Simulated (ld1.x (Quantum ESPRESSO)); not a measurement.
# What one change does to a pseudopotential (zirconium (Zr), TM)

zirconium, norm-conserving Troullier–Martins (Kleinman–Bylander form), made with ld1.x (Quantum ESPRESSO) 7.5 (LDA (PZ), fully relativistic). Core [Kr], reference 4d2 5s1 5p1. Waves: 5p (bound): rc 3.85 bohr; 4d (bound): rc 2.80 bohr; 5s (bound): rc 2.80 bohr. Local part: the s channel. Core correction: Bessel-smoothed model core inside 1.95 bohr.

Open shells are filled in proportion to 2j + 1 (rel_dist='average').

Change: wave 5s (bound): rc 2.80 bohr becomes 5s (bound): rc 2.48 bohr.

Cutoffs: the cutoffs (Ry, on a coarse ladder) from which the occupation-weighted sum of valence levels, in a spherical-Bessel basis at the reference potential, stays within 10 and 1 mRy of its value at 400 Ry; they do not see the model core or the augmentation charge, which bear on the density cutoff. Errors are all-electron minus pseudo energies relative to the spin-unpolarised reference configuration.

Question: What does the change do?

Answer: The potential gets harder (21 Ry and 25 Ry → 21 Ry and 30 Ry); of the 7 tests that both files solve, the error grows in 0 and shrinks in 2 by more than 15 % and 0.3 meV (median size 4.0 → 4.6 meV); neither file shows a bound ghost. A smaller radius makes the pseudo-wave follow the all-electron one further in, where it bends more sharply, so more plane waves are needed.

```csv
quantity,base,changed
"cutoff, loose",21 Ry,21 Ry
"cutoff, tight",25 Ry,30 Ry
loose cutoff by channel (10 mRy a level),"p 6 Ry, d 18 Ry, s 6 Ry","p 6 Ry, d 18 Ry, s 8 Ry"
bound ghosts,none,none
"error for 4d2 5s2 5p0, meV [ΔE -3.11 eV]",-3.0,-2.9
"error for 4d2 5s1 5p0, meV [ΔE 4.24 eV]",-2.0,-2.1
"error for 4d2 5s0 5p0, meV [ΔE 17.48 eV]",-20,-17
"error for 4d2 5s0 5p2, meV [ΔE 3.28 eV]",-4.0,-4.6
"error for 4d1 5s2 5p1, meV [ΔE -0.05 eV]",-103,-74
"error for 4d1 5s2 5p0, meV [ΔE 4.71 eV]",-68,-28
"error for 4d2 5s0 5p1, meV [ΔE 8.05 eV]",-3.2,-3.0
s: phases at 4.18 bohr within 0.05 rad from the reference energy up to (Ry; the scan ends near 5),0.9,0.6
p1/2: phases at 4.18 bohr within 0.05 rad from the reference energy up to (Ry; the scan ends near 5),1.3,1.4
p3/2: phases at 4.18 bohr within 0.05 rad from the reference energy up to (Ry; the scan ends near 5),1.3,1.3
d3/2: phases at 4.18 bohr within 0.05 rad from the reference energy up to (Ry; the scan ends near 5),0.3,0.3
d5/2: phases at 4.18 bohr within 0.05 rad from the reference energy up to (Ry; the scan ends near 5),0.3,0.4
```
